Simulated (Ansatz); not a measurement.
Cu3O2. The state is a doublet with charge 0. Geometry B3LYP-D4/def2-SVP, basis def2-TZVP, Ansatz.

```tsv
atom	x (Å)	y (Å)	z (Å)
Cu1	1.390	-0.575	-0.792
Cu2	0.852	1.040	1.043
Cu3	-1.216	-0.251	-0.136
O4	-0.818	0.564	1.430
O5	-0.208	-0.778	-1.544
```

| run | HOMO (eV) | LUMO (eV) |
| --- | --- | --- |
| A | -4.98 | -4.43 |
| B | -6.21 | -3.70 |
| C | -6.06 | -4.10 |
| D | -4.88 | -4.64 |
| E | -5.80 | -4.07 |

B3LYP takes the VWN-RPA correlation. HSE06 is defined as in plane-wave codes, on full-range PBE exchange. No other spin state of charge 0 was run. Another isomer (doublet) lies 0.25 eV lower at PBE0-D4/def2-TZVP; other spin states weren't run for this one.

HOMO and LUMO are taken over both spins.

The runs used B3LYP, HSE06, PBE, PBE0, r2SCAN. Estimate which is which.

A r2SCAN (0 % exact exchange); B PBE0 (25 % exact exchange); C B3LYP (20 % exact exchange); D PBE (0 % exact exchange); E HSE06 (range-separated). Exact exchange lowers occupied and raises empty levels; among semilocal functionals meta-GGAs tend to open the gap a little, and such runs are hard to tell apart. The gap grows from 0.24 eV (PBE) to 2.51 eV (PBE0). At r2SCAN-D4/def2-TZVP, PBE0-D4/def2-TZVP, PBE-D4/def2-TZVP, HSE06-D4/def2-TZVP the charge 0 doublet is spin-contaminated (final ⟨S²⟩ up to 0.94, 0.75 for a pure state).
